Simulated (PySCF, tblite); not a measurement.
Parent: `[O:1]=[CH:2][c:3]1[cH:4][cH:5][n:6][n:7]1[CH:8]1[CH2:9][CH2:10]1` with O1–C2–C3–C4 180°, N6–N7–C8–C9 -34°, C7H8N2O.

Computed geometry: GFN2-xTB, gas phase. One conformer each, not checked by frequencies here.

```
coordinate of the parent    value
                   O1=C2  1.210 Å
                   C2–C3  1.441 Å
                   C3–C4  1.398 Å
                   C4–C5  1.388 Å
                   C5–N6  1.328 Å
                   N6–N7  1.314 Å
                   N7–C8  1.419 Å
                   C8–C9  1.502 Å
                  C9–C10  1.495 Å
                   C3–N7  1.364 Å
                  C8–C10  1.502 Å
                O1–C2–C3   127.0°
                C2–C3–C4   128.0°
                C2–C3–N7   126.2°
                C4–C3–N7   105.7°
                C3–C4–C5   104.8°
                C4–C5–N6   110.7°
                C5–N6–N7   107.0°
                N6–N7–C8   120.9°
                C3–N7–N6   111.8°
                C3–N7–C8   127.3°
                N7–C8–C9   118.1°
               N7–C8–C10   118.0°
               C9–C8–C10    59.7°
               C8–C9–C10    60.2°
               C8–C10–C9    60.2°
```

**Question.** How does the shared frame change in `[N:1]#[C:2][c:3]1[cH:4][cH:5][n:6][n:7]1[CH:8]1[CH2:9][CH2:10]1` with N6–N7–C8–C9 34°, C7H7N3? Atoms pair as C2 = C2, C3 = C3, C4 = C4, C5 = C5, N6 = N6, N7 = N7, C8 = C8, C9 = C9, C10 = C10 (parent first).

**Answer.** 
```json
{"parent": "C2–C3", "relative": "C2–C3", "value in the relative": "1.398 Å", "change": "-0.043"}
{"parent": "C3–C4", "relative": "C3–C4", "value in the relative": "1.392 Å", "change": "-0.006"}
{"parent": "C4–C5", "relative": "C4–C5", "value in the relative": "1.394 Å", "change": "+0.006"}
{"parent": "C5–N6", "relative": "C5–N6", "value in the relative": "1.324 Å", "change": "-0.004"}
{"parent": "N6–N7", "relative": "N6–N7", "value in the relative": "1.318 Å", "change": "+0.004"}
{"parent": "N7–C8", "relative": "N7–C8", "value in the relative": "1.420 Å", "change": "+0.001"}
{"parent": "C8–C9", "relative": "C8–C9", "value in the relative": "1.501 Å", "change": "-0.001"}
{"parent": "C9–C10", "relative": "C9–C10", "value in the relative": "1.496 Å", "change": "+0.001"}
{"parent": "C3–N7", "relative": "C3–N7", "value in the relative": "1.361 Å", "change": "-0.003"}
{"parent": "C8–C10", "relative": "C8–C10", "value in the relative": "1.501 Å", "change": "-0.001"}
{"parent": "C2–C3–C4", "relative": "C2–C3–C4", "value in the relative": "130.3°", "change": "+2.3"}
{"parent": "C2–C3–N7", "relative": "C2–C3–N7", "value in the relative": "123.3°", "change": "-2.9"}
{"parent": "C4–C3–N7", "relative": "C4–C3–N7", "value in the relative": "106.4°", "change": "+0.7"}
{"parent": "C3–C4–C5", "relative": "C3–C4–C5", "value in the relative": "104.2°", "change": "-0.6"}
{"parent": "C4–C5–N6", "relative": "C4–C5–N6", "value in the relative": "111.1°", "change": "+0.4"}
{"parent": "C5–N6–N7", "relative": "C5–N6–N7", "value in the relative": "106.7°", "change": "-0.3"}
{"parent": "N6–N7–C8", "relative": "N6–N7–C8", "value in the relative": "121.9°", "change": "+1.0"}
{"parent": "C3–N7–N6", "relative": "C3–N7–N6", "value in the relative": "111.5°", "change": "-0.3"}
{"parent": "C3–N7–C8", "relative": "C3–N7–C8", "value in the relative": "126.5°", "change": "-0.8"}
{"parent": "N7–C8–C9", "relative": "N7–C8–C9", "value in the relative": "118.4°", "change": "+0.3"}
{"parent": "N7–C8–C10", "relative": "N7–C8–C10", "value in the relative": "118.4°", "change": "+0.4"}
{"parent": "C9–C8–C10", "relative": "C9–C8–C10", "value in the relative": "59.8°", "change": "+0.1"}
{"parent": "C8–C9–C10", "relative": "C8–C9–C10", "value in the relative": "60.1°", "change": "-0.1"}
{"parent": "C8–C10–C9", "relative": "C8–C10–C9", "value in the relative": "60.1°", "change": "-0.1"}
```

Of the parent's bonds, C2–C3 changes most (-0.043 Å). Bonds of the relative outside the shared frame: N1≡C2 1.148 Å. Point group Cs → Cs.

**Question.** How does the shared frame change in `[F:1][C:2]([F:3])([F:4])[c:5]1[cH:6][cH:7][n:8][n:9]1[CH:10]1[CH2:11][CH2:12]1` with N8–N9–C10–C11 -52°, C7H7F3N2? Atoms pair as C2 = C2, C3 = C5, C4 = C6, C5 = C7, N6 = N8, N7 = N9, C8 = C10, C9 = C11, C10 = C12 (parent first).

**Answer.** 
```tsv
parent	relative	value in the relative	change
C2–C3	C2–C5	1.482 Å	+0.041
C3–C4	C5–C6	1.383 Å	-0.015
C4–C5	C6–C7	1.397 Å	+0.009
C5–N6	C7–N8	1.320 Å	-0.008
N6–N7	N8–N9	1.320 Å	+0.006
N7–C8	N9–C10	1.423 Å	+0.004
C8–C9	C10–C11	1.504 Å	+0.002
C9–C10	C11–C12	1.496 Å	+0.001
C3–N7	C5–N9	1.358 Å	-0.006
C8–C10	C10–C12	1.498 Å	-0.004
C2–C3–C4	C2–C5–C6	129.6°	+1.6
C2–C3–N7	C2–C5–N9	123.4°	-2.8
C4–C3–N7	C6–C5–N9	107.0°	+1.3
C3–C4–C5	C5–C6–C7	104.0°	-0.8
C4–C5–N6	C6–C7–N8	110.9°	+0.2
C5–N6–N7	C7–N8–N9	106.9°	-0.1
N6–N7–C8	N8–N9–C10	121.4°	+0.5
C3–N7–N6	C5–N9–N8	111.1°	-0.7
C3–N7–C8	C5–N9–C10	127.5°	+0.2
N7–C8–C9	N9–C10–C11	118.2°	+0.1
N7–C8–C10	N9–C10–C12	118.0°	0.0
C9–C8–C10	C11–C10–C12	59.8°	+0.1
C8–C9–C10	C10–C11–C12	59.9°	-0.3
C8–C10–C9	C10–C12–C11	60.3°	+0.1
```

Of the parent's bonds, C2–C3 changes most (+0.041 Å). Bonds of the relative outside the shared frame: F1–C2 1.349, C2–F3 1.351, C2–F4 1.336 Å. Point group Cs → C1.
